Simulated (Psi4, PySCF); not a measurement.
Input for Psi4:
```
memory 2 GB

molecule {
0 1
Ti    0.23899428    0.04573060    0.28655580
O     0.69526851    0.11672313   -1.27662119
O    -1.35250277   -0.24248227    0.48859274
}

set {
  basis sto-3g
  scf_type pk
  puream true
  d_convergence 1e-8
  dft_radial_points 99
  dft_spherical_points 590
}

energy('blyp')
print_variables()
```

Give the equivalent PySCF input.

One answer among several that fit: 
```python
from pyscf import gto, scf, dft

mol = gto.Mole()
mol.atom = '''
    Ti    0.238994    0.045731    0.286556
    O     0.695269    0.116723   -1.276621
    O    -1.352503   -0.242482    0.488593
'''
mol.basis = 'sto-3g'
mol.charge = 0
mol.spin = 0
mol.verbose = 4
mol.build()

mf = dft.RKS(mol)
mf.xc = 'blyp'
mf.grids.atom_grid = (99, 590)
mf.grids.prune = None
mf.kernel()
```

Both were run: Psi4 gave -989.024403 Eh and PySCF -989.024405 Eh, 0.002 mEh apart.
